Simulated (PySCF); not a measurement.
Computed structure and properties of [BiI2]+

System: [BiI2]+ (singlet); start: displaced along the imaginary mode (C2v). Method: PySCF 2.14.0, RKS TPSS, Bi def2-SVP with ECP60, I def2-SVP with ECP28; non-relativistic Hamiltonian with scalar-relativistic core potentials where named; density fitting; no spin-orbit coupling.

Input of the relaxation:

```python
mol = gto.M(atom='''
Bi     0.15487     0.19625    -0.00000
I     -0.12752    -0.16159     2.84086
I     -0.12752    -0.16159    -2.84086''',
    basis={'Bi': 'def2-SVP', 'I': 'def2-SVP'},
    ecp={'Bi': 'def2-SVP', 'I': 'def2-SVP'},
    charge=1, spin=0)
mf = dft.RKS(mol, xc='TPSS')
mf.grids.atom_grid = (50, 194)
mf = mf.density_fit()  # fitting sets: Bi def2-universal-JKFIT, I def2-universal-JKFIT
mf.conv_tol = 1e-08; mf.max_cycle = 55
mf.kernel(dm0)  # dm0: converged density of the start geometry
# quasi-Newton relaxation in Cartesian coordinates to a largest gradient under 0.00045 Eh/bohr, steps kept in the point group
```

Run from Python with OMP_NUM_THREADS=2; the lines above give its settings. Where DIIS fails, smearing, a level shift and second-order steps follow.
It took 25 s on 2 threads of Arm Neoverse V1, with other jobs on the host, from the converged density of the start.

Course of the relaxation:

| step | energy above end (eV) | largest force component within the symmetry (eV/Å) |
| --- | --- | --- |
| 0 | 0.9886 | 0.519 |
| 1 | 0.7779 | 0.583 |
| 2 | 0.5551 | 0.818 |
| 3 | 0.2473 | 0.859 |
| 4 | 0.0344 | 0.410 |
| 5 | 0.0134 | 0.373 |
| 6 | 0.0003 | 0.059 |
| 7 | 0.0000 | 0.002 |

Relaxed geometry (C2v):

```xyz
3

Bi    0.6656    0.8435    0.0000
I    -0.3829   -0.4852    2.1640
I    -0.3829   -0.4852   -2.1640
```

```csv
contact,Å
Bi1–I2 (I),2.747
Bi1–I3 (I),2.747
```

On the finer grid (75, 302):

```
HOMO                                                          : -11.51 eV
LUMO                                                          : -9.97 eV
Dipole about the centre of mass                               : 2.13 D
Set of Mulliken populations of Bi1 outside the core potential : s 3.96, p 8.15, d 10.14
D3(BJ) dispersion energy (not in the energies)                : -0.176 eV
```

```
atom  Mulliken (e)  Löwdin (e)  spin (e)
 Bi1          0.75        0.59      0.00
  I2          0.13        0.21      0.00
  I3          0.13        0.21      0.00
```

No frequency check is given for this geometry.

Taking off one I (charge -1, singlet; the rest: singlet) in vacuum, both parts rigid, costs 13.56 eV; the small basis without counterpoise inflates it. Most of it is the attraction of opposite charges; other ways to part are cheaper, and one spin state was tried for the rest.

Rigid scan of I along the line from its metal:

(distance to I2 (Å), energy (eV)): (2.45, 0.703), (2.55, 0.272), (2.65, 0.058), (2.75, 0.000), (2.85, 0.044), (2.95, 0.160), (3.15, 0.507), (3.45, 1.113), (3.85, 1.829), (4.35, 2.450)

One start shape was tried, so this needn't be the lowest isomer.
